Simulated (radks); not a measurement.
All-electron atom: Hg73+ in [He] 2s2 2p3.

Method: scalar-relativistic Kohn-Sham, r2SCAN, spin-polarised, spherical densities, finite nucleus; open shells are filled with parallel spins first (spin-orbit coupling, left out, can overturn this in heavy ions); meta-GGA in the generalised Kohn-Sham scheme; Fermi nuclear charge, rms radius 5.4648 fm; computed with a radial shooting solver on a logarithmic mesh with Libxc functionals.

Energy parts (eV):
total: -299517.62
kinetic: 354930.79
electron-nucleus: -664677.51
Hartree: 13337.52
exchange-correlation: -3108.43

Orbitals (lengths in bohr, moments of r in powers of bohr; r(max) is where P^2 peaks):
orbital  occ.  eigenvalue (eV)   r(max)  <1/r>
1s up       1        -91414.48  0.01022  97.66
1s down     1        -91329.03  0.01021  97.75
2s up       1        -22091.68  0.05813  23.65
2s down     1        -21959.43  0.05823  23.55
2p up       3        -20175.92  0.04786  20.93
2p down     0        -20016.37  0.04802  20.86
3s up       0        -9243.977   0.1535  9.796
3s down     0        -9165.241   0.1530  9.855
3p up       0        -8682.158   0.1499  9.009
3p down     0        -8597.573   0.1494  9.067

The highest occupied level is 2p up at -20176 eV. Summed over all electrons, <r^2> = 0.02524 bohr^2, which gives a Langevin (diamagnetic) susceptibility term of -0.02 x 10^-6 cm^3/mol. Spin moment in Bohr magnetons: 3. For comparison, the ionisation energy in NIST's Atomic Spectra Database is 19680 eV (theoretical). In exact Kohn-Sham theory the highest level is minus the ionisation energy, but local and semilocal functionals leave it too shallow, through self-interaction and a potential that decays too fast; potentials with the right tail come closer. The density falls to 0.001 e/bohr^3 at r = 0.28 bohr. The spin density at the nucleus is -311 e/bohr^3 (1s -1742, 2s 1431).
